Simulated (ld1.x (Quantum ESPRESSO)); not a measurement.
**Ga (Z = 31): variants of one ultrasoft potential**

Base potential:

ld1.x (Quantum ESPRESSO) 7.5 input, shortened:

```
&input
   title='Ga', zed=31., rel=0, dft='BLYP', iswitch=3,
   config='[Ar] 3d10 4s2 4p1'
 /
 &inputp
   pseudotype=3, tm=.true., lloc=-1, rcloc=1.20,
   nlcc=.true.,
   which_augfun='PSQ', rmatch_augfun_nc=.true.
 /
6
4S  1  0   2.00   0.00  1.65  2.05  0.0
4S  1  0   0.00   0.25  1.65  2.05  0.0
4P  2  1   1.00   0.00  1.50  2.00  0.0
4P  2  1   0.00   0.15  1.50  2.00  0.0
3D  3  2  10.00   0.00  0.90  1.15  0.0
3D  3  2   0.00  -0.70  0.90  1.15  0.0
 &test
   configts(1)='3d10 4s2 4p1'
 /
```

Cutoffs, loose and tight: the cutoffs (Ry, on a coarse ladder) from which the occupation-weighted sum of valence levels, in a spherical-Bessel basis at the reference potential, stays within 10 and 1 mRy of its value at 400 Ry. They do not see the model core or the augmentation charge, which bear on the density cutoff. Test errors are all-electron minus pseudo excitation energies from the reference, over the configurations 3d10 4s2 4p0; 3d10 4s1 4p0; 3d10 4s0 4p0; 3d10 4s2 4p0.5; 3d10 4s0 4p3; 3d10 4s1 4p1; 3d9 4s2 4p2. A dash means not determined; rows that change the core or the reference have their own tests.

A true bound ghost makes a file unfit for plane-wave use even where its test errors are small: the radial tests pick states by their node count and pass the ghost by.

The default core radius of the base comes out at 0.31 bohr.

```csv
change,outcome,"cutoff, loose","cutoff, tight",bound ghosts,largest test error (meV)
base,generated,110 Ry,180 Ry,s,-265
core correction none,generated,110 Ry,180 Ry,s,-204
core correction a·sin(br)/r model core inside 0.46 bohr,generated,110 Ry,180 Ry,s,-265
core correction a·sin(br)/r model core inside 0.60 bohr,generated,110 Ry,180 Ry,s,-265
core correction a·sin(br)/r model core inside 0.76 bohr,generated,110 Ry,180 Ry,s,-264
core correction a·sin(br)/r model core inside 0.90 bohr,generated,110 Ry,180 Ry,s,-259
core correction a·sin(br)/r model core inside 1.02 bohr,generated,110 Ry,180 Ry,s,-252
core correction a·sin(br)/r model core inside 1.16 bohr,generated,110 Ry,180 Ry,s,-241
core correction a·sin(br)/r model core inside 1.26 bohr,generated,110 Ry,180 Ry,s,-233
core correction a·sin(br)/r model core inside 1.36 bohr,generated,110 Ry,180 Ry,s,-226
```
